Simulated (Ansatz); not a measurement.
Molecular dynamics of F2H5O3Ta

Input file:

```yaml
crystal:
  periodic: [false, false, false]
  atoms:
    - { symbol: Ta, position_ang: [-0.741543, -0.394928, 0.073422] }
    - { symbol: F, position_ang: [0.903194, 0.515835, 0.469183] }
    - { symbol: O, position_ang: [-1.040145, -0.481701, 1.979171] }
    - { symbol: H, position_ang: [-1.164123, -0.027301, 2.827333] }
    - { symbol: O, position_ang: [-0.446881, 0.016744, -1.777247] }
    - { symbol: H, position_ang: [-0.324468, 0.65783, -2.495156] }
    - { symbol: F, position_ang: [-2.480893, 0.389741, -0.082813] }
    - { symbol: O, position_ang: [-0.643408, -2.2964, -0.15865] }
    - { symbol: H, position_ang: [-0.743564, -2.919831, 0.587043] }
    - { symbol: H, position_ang: [3.716267, 2.156508, 0.674096] }
    - { symbol: H, position_ang: [3.065363, 1.752503, 0.635317] }
basis:
  gaussian: { orbitals: def2-SVP }
hamiltonian:
  xc: blyp
md:
  timestep: 0.5
  n_steps: 200
  ensemble: nve
  temperature: 300.0
  initial_velocities: maxwell_boltzmann
  seed: 7010
```

Launched with:

```bash
$ ansatz run input.yaml --threads 4 --pin off --max-ram 5120MiB --backend cpu --events-out ev --progress --plain --runs-dir out
```

It starts at the highest image of a converged band, a first-order saddle point between two minima.

Output, in part (one step line in 3, the closing report, with atoms numbered from 0):

```
md step     0: t =     0.00 fs  T =   300.0 K  F+E_penalty+E_count = -13204.61230961 eV  E_kin = 0.349002 eV  conserved = -13204.26330761 eV  (31 SCF iters)
md step     3: t =     1.50 fs  T =   275.7 K  F+E_penalty+E_count = -13204.58335156 eV  E_kin = 0.320785 eV  conserved = -13204.26256696 eV  (33 SCF iters)
md step     6: t =     3.00 fs  T =   263.5 K  F+E_penalty+E_count = -13204.56910330 eV  E_kin = 0.306561 eV  conserved = -13204.26254242 eV  (33 SCF iters)
md step     9: t =     4.50 fs  T =   266.5 K  F+E_penalty+E_count = -13204.57322192 eV  E_kin = 0.309975 eV  conserved = -13204.26324655 eV  (32 SCF iters)
md step    12: t =     6.00 fs  T =   227.6 K  F+E_penalty+E_count = -13204.52729983 eV  E_kin = 0.264814 eV  conserved = -13204.26248616 eV  (31 SCF iters)
md step    15: t =     7.50 fs  T =   208.1 K  F+E_penalty+E_count = -13204.50473336 eV  E_kin = 0.242106 eV  conserved = -13204.26262754 eV  (32 SCF iters)
md step    18: t =     9.00 fs  T =   199.5 K  F+E_penalty+E_count = -13204.49522168 eV  E_kin = 0.232138 eV  conserved = -13204.26308336 eV  (33 SCF iters)
md step    21: t =    10.50 fs  T =   164.0 K  F+E_penalty+E_count = -13204.45324485 eV  E_kin = 0.190845 eV  conserved = -13204.26239962 eV  (33 SCF iters)
md step    24: t =    12.00 fs  T =   158.6 K  F+E_penalty+E_count = -13204.44714002 eV  E_kin = 0.184541 eV  conserved = -13204.26259934 eV  (31 SCF iters)
md step    27: t =    13.50 fs  T =   167.7 K  F+E_penalty+E_count = -13204.45813584 eV  E_kin = 0.195107 eV  conserved = -13204.26302918 eV  (33 SCF iters)
md step    30: t =    15.00 fs  T =   155.1 K  F+E_penalty+E_count = -13204.44288214 eV  E_kin = 0.180420 eV  conserved = -13204.26246241 eV  (32 SCF iters)
md step    33: t =    16.50 fs  T =   167.5 K  F+E_penalty+E_count = -13204.45754835 eV  E_kin = 0.194878 eV  conserved = -13204.26267069 eV  (32 SCF iters)
md step    36: t =    18.00 fs  T =   188.2 K  F+E_penalty+E_count = -13204.48199356 eV  E_kin = 0.218966 eV  conserved = -13204.26302805 eV  (33 SCF iters)
md step    39: t =    19.50 fs  T =   184.6 K  F+E_penalty+E_count = -13204.47724987 eV  E_kin = 0.214730 eV  conserved = -13204.26251987 eV  (32 SCF iters)
md step    42: t =    21.00 fs  T =   199.7 K  F+E_penalty+E_count = -13204.49496265 eV  E_kin = 0.232316 eV  conserved = -13204.26264617 eV  (32 SCF iters)
md step    45: t =    22.50 fs  T =   219.9 K  F+E_penalty+E_count = -13204.51899504 eV  E_kin = 0.255826 eV  conserved = -13204.26316860 eV  (31 SCF iters)
md step    48: t =    24.00 fs  T =   205.1 K  F+E_penalty+E_count = -13204.50112644 eV  E_kin = 0.238646 eV  conserved = -13204.26248018 eV  (32 SCF iters)
md step    51: t =    25.50 fs  T =   209.5 K  F+E_penalty+E_count = -13204.50650677 eV  E_kin = 0.243731 eV  conserved = -13204.26277579 eV  (31 SCF iters)
md step    54: t =    27.00 fs  T =   210.8 K  F+E_penalty+E_count = -13204.50833101 eV  E_kin = 0.245222 eV  conserved = -13204.26310862 eV  (32 SCF iters)
md step    57: t =    28.50 fs  T =   180.1 K  F+E_penalty+E_count = -13204.47197129 eV  E_kin = 0.209568 eV  conserved = -13204.26240287 eV  (32 SCF iters)
md step    60: t =    30.00 fs  T =   176.6 K  F+E_penalty+E_count = -13204.46818186 eV  E_kin = 0.205425 eV  conserved = -13204.26275652 eV  (32 SCF iters)
md step    63: t =    31.50 fs  T =   170.6 K  F+E_penalty+E_count = -13204.46156828 eV  E_kin = 0.198493 eV  conserved = -13204.26307488 eV  (33 SCF iters)
md step    66: t =    33.00 fs  T =   139.6 K  F+E_penalty+E_count = -13204.42471212 eV  E_kin = 0.162415 eV  conserved = -13204.26229683 eV  (31 SCF iters)
md step    69: t =    34.50 fs  T =   144.9 K  F+E_penalty+E_count = -13204.43144376 eV  E_kin = 0.168554 eV  conserved = -13204.26288981 eV  (33 SCF iters)
md step    72: t =    36.00 fs  T =   141.7 K  F+E_penalty+E_count = -13204.42772846 eV  E_kin = 0.164854 eV  conserved = -13204.26287405 eV  (33 SCF iters)
md step    75: t =    37.50 fs  T =   128.6 K  F+E_penalty+E_count = -13204.41193576 eV  E_kin = 0.149598 eV  conserved = -13204.26233728 eV  (33 SCF iters)
md step    78: t =    39.00 fs  T =   150.4 K  F+E_penalty+E_count = -13204.43781402 eV  E_kin = 0.174932 eV  conserved = -13204.26288156 eV  (33 SCF iters)
md step    81: t =    40.50 fs  T =   162.4 K  F+E_penalty+E_count = -13204.45175065 eV  E_kin = 0.188909 eV  conserved = -13204.26284161 eV  (33 SCF iters)
md step    84: t =    42.00 fs  T =   168.2 K  F+E_penalty+E_count = -13204.45806070 eV  E_kin = 0.195618 eV  conserved = -13204.26244286 eV  (32 SCF iters)
md step    87: t =    43.50 fs  T =   198.2 K  F+E_penalty+E_count = -13204.49357916 eV  E_kin = 0.230603 eV  conserved = -13204.26297657 eV  (32 SCF iters)
md step    90: t =    45.00 fs  T =   210.3 K  F+E_penalty+E_count = -13204.50737832 eV  E_kin = 0.244602 eV  conserved = -13204.26277606 eV  (33 SCF iters)
md step    93: t =    46.50 fs  T =   216.5 K  F+E_penalty+E_count = -13204.51447837 eV  E_kin = 0.251905 eV  conserved = -13204.26257320 eV  (33 SCF iters)
md step    96: t =    48.00 fs  T =   236.5 K  F+E_penalty+E_count = -13204.53807821 eV  E_kin = 0.275175 eV  conserved = -13204.26290341 eV  (33 SCF iters)
md step    99: t =    49.50 fs  T =   241.6 K  F+E_penalty+E_count = -13204.54392322 eV  E_kin = 0.281073 eV  conserved = -13204.26285048 eV  (32 SCF iters)
md step   102: t =    51.00 fs  T =   236.7 K  F+E_penalty+E_count = -13204.53798781 eV  E_kin = 0.275373 eV  conserved = -13204.26261439 eV  (32 SCF iters)
md step   105: t =    52.50 fs  T =   241.0 K  F+E_penalty+E_count = -13204.54329822 eV  E_kin = 0.280392 eV  conserved = -13204.26290632 eV  (32 SCF iters)
md step   108: t =    54.00 fs  T =   229.3 K  F+E_penalty+E_count = -13204.52961089 eV  E_kin = 0.266785 eV  conserved = -13204.26282576 eV  (31 SCF iters)
md step   111: t =    55.50 fs  T =   209.9 K  F+E_penalty+E_count = -13204.50666939 eV  E_kin = 0.244147 eV  conserved = -13204.26252223 eV  (32 SCF iters)
md step   114: t =    57.00 fs  T =   208.0 K  F+E_penalty+E_count = -13204.50482201 eV  E_kin = 0.241932 eV  conserved = -13204.26288967 eV  (32 SCF iters)
md step   117: t =    58.50 fs  T =   194.2 K  F+E_penalty+E_count = -13204.48873468 eV  E_kin = 0.225951 eV  conserved = -13204.26278416 eV  (32 SCF iters)
md step   120: t =    60.00 fs  T =   178.3 K  F+E_penalty+E_count = -13204.46988428 eV  E_kin = 0.207376 eV  conserved = -13204.26250859 eV  (32 SCF iters)
md step   123: t =    61.50 fs  T =   181.8 K  F+E_penalty+E_count = -13204.47443215 eV  E_kin = 0.211500 eV  conserved = -13204.26293168 eV  (32 SCF iters)
md step   126: t =    63.00 fs  T =   171.6 K  F+E_penalty+E_count = -13204.46231851 eV  E_kin = 0.199661 eV  conserved = -13204.26265772 eV  (32 SCF iters)
md step   129: t =    64.50 fs  T =   170.0 K  F+E_penalty+E_count = -13204.46027327 eV  E_kin = 0.197778 eV  conserved = -13204.26249529 eV  (32 SCF iters)
md step   132: t =    66.00 fs  T =   189.4 K  F+E_penalty+E_count = -13204.48325464 eV  E_kin = 0.220283 eV  conserved = -13204.26297194 eV  (32 SCF iters)
md step   135: t =    67.50 fs  T =   191.8 K  F+E_penalty+E_count = -13204.48573718 eV  E_kin = 0.223137 eV  conserved = -13204.26260005 eV  (32 SCF iters)
md step   138: t =    69.00 fs  T =   204.7 K  F+E_penalty+E_count = -13204.50078470 eV  E_kin = 0.238097 eV  conserved = -13204.26268782 eV  (31 SCF iters)
md step   141: t =    70.50 fs  T =   223.0 K  F+E_penalty+E_count = -13204.52240068 eV  E_kin = 0.259451 eV  conserved = -13204.26294986 eV  (32 SCF iters)
md step   144: t =    72.00 fs  T =   223.9 K  F+E_penalty+E_count = -13204.52307413 eV  E_kin = 0.260465 eV  conserved = -13204.26260935 eV  (32 SCF iters)
md step   147: t =    73.50 fs  T =   234.8 K  F+E_penalty+E_count = -13204.53592355 eV  E_kin = 0.273189 eV  conserved = -13204.26273499 eV  (32 SCF iters)
md step   150: t =    75.00 fs  T =   244.9 K  F+E_penalty+E_count = -13204.54778739 eV  E_kin = 0.284860 eV  conserved = -13204.26292715 eV  (32 SCF iters)
md step   153: t =    76.50 fs  T =   238.0 K  F+E_penalty+E_count = -13204.53950598 eV  E_kin = 0.276862 eV  conserved = -13204.26264389 eV  (31 SCF iters)
md step   156: t =    78.00 fs  T =   236.0 K  F+E_penalty+E_count = -13204.53732208 eV  E_kin = 0.274511 eV  conserved = -13204.26281106 eV  (32 SCF iters)
md step   159: t =    79.50 fs  T =   228.5 K  F+E_penalty+E_count = -13204.52869217 eV  E_kin = 0.265878 eV  conserved = -13204.26281407 eV  (32 SCF iters)
md step   162: t =    81.00 fs  T =   213.8 K  F+E_penalty+E_count = -13204.51137723 eV  E_kin = 0.248698 eV  conserved = -13204.26267963 eV  (32 SCF iters)
md step   165: t =    82.50 fs  T =   205.0 K  F+E_penalty+E_count = -13204.50117933 eV  E_kin = 0.238505 eV  conserved = -13204.26267479 eV  (31 SCF iters)
md step   168: t =    84.00 fs  T =   201.7 K  F+E_penalty+E_count = -13204.49743370 eV  E_kin = 0.234605 eV  conserved = -13204.26282864 eV  (32 SCF iters)
md step   171: t =    85.50 fs  T =   191.1 K  F+E_penalty+E_count = -13204.48500551 eV  E_kin = 0.222332 eV  conserved = -13204.26267364 eV  (32 SCF iters)
md step   174: t =    87.00 fs  T =   186.4 K  F+E_penalty+E_count = -13204.47945651 eV  E_kin = 0.216803 eV  conserved = -13204.26265378 eV  (32 SCF iters)
md step   177: t =    88.50 fs  T =   189.8 K  F+E_penalty+E_count = -13204.48364383 eV  E_kin = 0.220795 eV  conserved = -13204.26284841 eV  (32 SCF iters)
md step   180: t =    90.00 fs  T =   184.3 K  F+E_penalty+E_count = -13204.47710049 eV  E_kin = 0.214444 eV  conserved = -13204.26265687 eV  (32 SCF iters)
md step   183: t =    91.50 fs  T =   187.3 K  F+E_penalty+E_count = -13204.48054725 eV  E_kin = 0.217942 eV  conserved = -13204.26260516 eV  (31 SCF iters)
md step   186: t =    93.00 fs  T =   199.9 K  F+E_penalty+E_count = -13204.49551395 eV  E_kin = 0.232544 eV  conserved = -13204.26296956 eV  (31 SCF iters)
md step   189: t =    94.50 fs  T =   195.0 K  F+E_penalty+E_count = -13204.48944435 eV  E_kin = 0.226869 eV  conserved = -13204.26257489 eV  (32 SCF iters)
md step   192: t =    96.00 fs  T =   202.5 K  F+E_penalty+E_count = -13204.49827241 eV  E_kin = 0.235536 eV  conserved = -13204.26273653 eV  (32 SCF iters)
md step   195: t =    97.50 fs  T =   210.1 K  F+E_penalty+E_count = -13204.50732976 eV  E_kin = 0.244395 eV  conserved = -13204.26293515 eV  (33 SCF iters)
md step   198: t =    99.00 fs  T =   200.7 K  F+E_penalty+E_count = -13204.49600090 eV  E_kin = 0.233450 eV  conserved = -13204.26255052 eV  (33 SCF iters)
md step   200: t =   100.00 fs  T =   201.8 K  F+E_penalty+E_count = -13204.49733588 eV  E_kin = 0.234710 eV  conserved = -13204.26262619 eV  (32 SCF iters)
Total energy: -13204.49778351 eV, -485.2563432139 hartree
Atom 0 at    -0.703029    -0.388524     0.046151 Å, force    -0.546241    -0.590842     0.806762 eV/Å
Atom 1 at     1.059361     0.299521     0.328379 Å, force    -0.200931    -0.077087    -0.244314 eV/Å
Atom 2 at    -1.044113    -0.150366     1.929841 Å, force    -0.758769     0.593902     0.637187 eV/Å
Atom 3 at    -1.859029     0.274386     2.315270 Å, force     0.738404    -0.455680    -0.318906 eV/Å
Atom 4 at    -0.773050     0.191801    -1.786867 Å, force    -0.517088     0.119404    -0.424186 eV/Å
Atom 5 at    -1.616318     0.500063    -2.195861 Å, force     0.462811    -0.035277     0.066126 eV/Å
Atom 6 at    -2.607579     0.189308     0.011488 Å, force     0.793703    -0.224656    -0.234075 eV/Å
Atom 7 at    -0.613001    -2.318741    -0.014813 Å, force     0.008036     0.148761     0.288524 eV/Å
Atom 8 at    -0.652150    -2.928778     0.767720 Å, force     0.026199     0.532873    -0.560799 eV/Å
Atom 9 at     3.183476     1.394227     3.203752 Å, force     0.180252     0.012568     0.284575 eV/Å
Atom 10 at     2.781509     1.402021     2.562436 Å, force    -0.186375    -0.023967    -0.300894 eV/Å
Dipole moment:    -0.372306    -0.198107     0.169865 e Å
```

All steps were run. The conserved energy stayed within 0.093 meV per atom of its start (net change 0.062 meV per atom), so the integration is sound. A run of 0.1 ps of so small a system gives no equilibrium averages. The orbitals stay closed-shell, which can raise the energy where a bond breaks towards radicals; this wasn't checked here.

The same pairs are bonded in the first frame and the last. Pairs count as bonded within 1.25 times the sum of covalent radii (0.12 Å more for H–H).

Last frame:

```xyz
11
Properties=species:S:1:pos:R:3
Ta -0.703 -0.389 0.046
F 1.059 0.299 0.328
O -1.044 -0.150 1.930
H -1.859 0.274 2.315
O -0.773 0.192 -1.787
H -1.616 0.500 -2.196
F -2.608 0.189 0.011
O -0.613 -2.319 -0.015
H -0.652 -2.929 0.768
H 3.183 1.394 3.204
H 2.781 1.402 2.562
```

The run took 4.6 min on 4 threads of Arm Neoverse V2 (shared host), peak memory 0.18 GiB.
